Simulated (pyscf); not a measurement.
Optimised with ωB97X-D3(BJ)/def2-SVP in PySCF. Singlets are restricted, triplets unrestricted.

Singlet (Å):
```xyz
9

Ge     0.8535    -0.9948    -0.0619
Ge    -0.6468     0.2736    -1.5419
Ge    -0.4258     2.1740     0.0039
H      0.7775    -2.5229    -0.2356
H      0.6850    -0.6676     1.4347
H      2.2735    -0.5457    -0.4747
H     -1.4417     1.8750     1.1295
H     -0.7935     3.5388    -0.6070
H      0.9639     2.2944     0.6591
```

Triplet (Å):
```xyz
9

Ge    -2.1175    -1.7128    -0.9545
Ge    -0.5466    -0.5252     0.4237
Ge     1.7712    -0.2458    -0.1486
H     -2.2297    -1.0505    -2.3396
H     -1.6770    -3.1762    -1.1393
H     -3.4911    -1.6833    -0.2695
H      2.4670    -1.6136    -0.2697
H      2.4543     0.5705     0.9577
H      1.9112     0.5016    -1.4871
```

Problem. For these two minima of H₃Ge–Ge:–GeH₃, which spin state lies lower at ωB97X-D3(BJ)/def2-TZVP, and by how much (electronic energies)?

Solution. The singlet, by 16.8 kcal/mol. Zero-point energy shifts E(triplet) − E(singlet) by +0.4 kcal/mol. The 7 functionals that were run give +9.3 (M06-2X) to +16.8 kcal/mol (ωB97X-D3(BJ)). Other isomers of H₃Ge–Ge:–GeH₃ [singlet] were not searched in full and may lie lower. 

E(triplet) − E(singlet) by level (kcal/mol):

```
level                     gap
----------------------  -----
ωB97X-D3(BJ)/def2-TZVP  +16.8
PBE/def2-TZVP           +14.2
r²SCAN/def2-TZVP         +9.4
B3LYP-D3(BJ)/def2-TZVP  +16.3
PBE0-D3(BJ)/def2-TZVP   +12.0
M06-2X/def2-TZVP         +9.3
ωB97M-D3(BJ)/def2-TZVP  +16.1
HF/def2-TZVP             -2.7
```

The triplet is the lowest one reached from the SCF start used. Elements up to Kr have no core potential and no relativistic terms here.
